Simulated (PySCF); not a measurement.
## `C#CC1=CC=C(C=O)[SiH2]1`, C7H6OSi

Molfile (atoms numbered from 1):
```
C7H6OSi
     RDKit          3D

 15 15  0  0  0  0  0  0  0  0999 V2000
   -3.3553   -0.3682   -1.4997 C   0  0  0  0  0  0  0  0  0  0  0  0
   -2.3245   -0.1820   -0.9040 C   0  0  0  0  0  0  0  0  0  0  0  0
   -1.1081   -0.0038   -0.2537 C   0  0  0  0  0  0  0  0  0  0  0  0
   -0.9290    0.7944    0.8296 C   0  0  0  0  0  0  0  0  0  0  0  0
    0.4028    0.8464    1.3577 C   0  0  0  0  0  0  0  0  0  0  0  0
    1.3387    0.0958    0.7221 C   0  0  0  0  0  0  0  0  0  0  0  0
    2.7229    0.0193    1.1050 C   0  0  0  0  0  0  0  0  0  0  0  0
    3.5526   -0.6529    0.5319 O   0  0  0  0  0  0  0  0  0  0  0  0
    0.5540   -0.8264   -0.7306 Si  0  0  0  0  0  4  0  0  0  0  0  0
   -4.2586   -0.5222   -2.0100 H   0  0  0  0  0  0  0  0  0  0  0  0
   -1.7246    1.3665    1.2854 H   0  0  0  0  0  0  0  0  0  0  0  0
    0.6214    1.4606    2.2212 H   0  0  0  0  0  0  0  0  0  0  0  0
    3.0023    0.6334    1.9872 H   0  0  0  0  0  0  0  0  0  0  0  0
    1.0069   -0.3776   -2.0439 H   0  0  0  0  0  0  0  0  0  0  0  0
    0.4940   -2.2754   -0.5625 H   0  0  0  0  0  0  0  0  0  0  0  0
  1  2  3  0
  2  3  1  0
  3  4  2  0
  4  5  1  0
  5  6  2  0
  6  7  1  0
  7  8  2  0
  6  9  1  0
  9  3  1  0
  1 10  1  0
  4 11  1  0
  5 12  1  0
  7 13  1  0
  9 14  1  0
  9 15  1  0
M  END
```

Method used: quadratic response B3LYP/def2-SVPD first hyperpolarisability, Taylor convention, gas phase in PySCF. Geometry: GFN2-xTB.

What is the first hyperpolarisability, and how does it disperse?

In au, Taylor convention; the vector part is βᵢ = ⅓ Σⱼ (βᵢⱼⱼ + βⱼᵢⱼ + βⱼⱼᵢ); β∥ is 3/5 of the vector part along the dipole, the dipole points from − to +:
| process | λ (nm) | β vector norm | β∥ | β HRS | depolarisation ratio |
| --- | --- | --- | --- | --- | --- |
| static β(0;0,0) | ∞ | 1103.5 | 456.0 | 466.9 | 4.67 |
| second harmonic β(−2ω;ω,ω) | 1550 | 1521.3 | 635.5 | 640.4 | 4.75 |
| Pockels β(−ω;ω,0) | 1550 | 1220.3 | 506.0 | – | – |
| second harmonic β(−2ω;ω,ω) | 1064 | 2409.8 | 1020.7 | 1009.2 | 4.85 |
| Pockels β(−ω;ω,0) | 1064 | 1375.6 | 572.8 | – | – |
| Pockels β(−ω;ω,0) | 694.3 | 1947.8 | 820.1 | – | – |

Second harmonics within 0.3 eV of the first excitation or beyond it are left out.

Which lowest excitations, dipole and polarisabilities go with it?

S1 2.97 eV (f = 0.000); S2 3.39 eV (f = 0.328); S3 3.58 eV (f = 0.000); dipole 3.58 D; isotropic α 124.3 au static, 126.1 au at 1550 nm, 128.3 au at 1064 nm, 132.7 au at 775 nm, 135.3 au at 694.3 nm, 148.5 au at 532 nm.
